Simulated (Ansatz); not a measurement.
Two isomers of CH5GeNS: A = `[NH2][GeH2][CH]=S`, B = `[NH2][GeH]1[CH2][S]1`.

Isolated molecules relaxed with PBE0-D4/def2-TZVP in Ansatz; ΔE leaves out vibrations. CCSD(T)/CBS is the MP2 limit (def2-TZVPP, def2-QZVPP) plus CCSD(T) − MP2 in def2-TZVPP, frozen cores. Functionals use def2-TZVPP. B3LYP here is the variant with VWN-RPA as its local correlation; programs differ in this. For Ge outer-core shells are correlated without core-valence functions, which leaves a few kJ/mol of doubt a bond. Scalar relativity is left out up to krypton. One conformer a species, not always the lowest.

Q: Which isomer does CCSD(T)/CBS put lower? Give the gap. (Best estimate.)

A: Computed: B, by 82.4 kJ/mol.

Q: Give E(B) − E(A) in kJ/mol with PBE0-D4, B3LYP, B3LYP-D4, HF/def2-TZVPP, CCSD/def2-TZVPP, PBE-D4, r2SCAN-D4. (Estimate.)

A: The calculation gave: PBE0-D4 -97.7, B3LYP -71.5, B3LYP-D4 -73.0, HF/def2-TZVPP -63.9, CCSD/def2-TZVPP -74.7, PBE-D4 -90.6, r2SCAN-D4 -92.2. None reverses the order clearly.

Largest T1 diagnostic: 0.014.

In def2-TZVPP, CCSD(T) changes the Hartree–Fock value by −10.9 kJ/mol (the triples alone add −0.1 kJ/mol) and MP2 by −23.9 kJ/mol. From PBE to PBE0 (25 % exact exchange), in def2-TZVPP and without D4, E(B) − E(A) moves by −7.3 kJ/mol.
